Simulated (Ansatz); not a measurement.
A structure drawn as `FCOCC(F)(F)F`, with this starting geometry:

```xyz
12

F    -0.4852    1.6276   -1.2150
C    -1.3106    0.6354   -0.7670
O    -0.6126   -0.6116   -0.9009
C     0.6278   -0.5893   -0.4119
C     0.7866   -0.3643    1.1289
F     0.4291    0.9205    1.4759
F    -0.0384   -1.1829    1.8020
F     2.0107   -0.5455    1.5576
H    -1.6328    0.8355    0.2683
H    -2.1920    0.6707   -1.4233
H     1.1281   -1.5543   -0.5877
H     1.2892    0.1580   -0.9269
```

The species carries charge 0 and has multiplicity 1.

Relax it with Ansatz at PBE-D4/def2-SVP and then PBE0-D4/def2-TZVP. Is the drawn bonding still there?

Yes, every drawn bond is still there and no new one forms.

Give the relaxed structure. (An estimate is asked.)

Computed: 
Z-matrix (Å, degrees):
```
C
O 1 1.375
F 1 1.378 2 110.4
H 1 1.095 2 112.6 3 -119.3
H 1 1.090 2 106.9 3 117.5
C 2 1.403 1 115.3 3 72.7
C 6 1.515 2 111.2 1 98.5
H 6 1.093 2 112.4 1 -23.4
H 6 1.091 2 108.4 1 -143.3
F 7 1.338 6 109.7 2 179.0
F 7 1.340 6 111.9 2 -61.6
F 7 1.332 6 112.1 2 59.1
```
All modes are real.

Atoms count as bonded under 1.1 times the sum of their covalent radii (H–H under 0.85 Å, pairs among N, O and F under 1.55 Å), and a drawn bond as lost past 1.3 times.
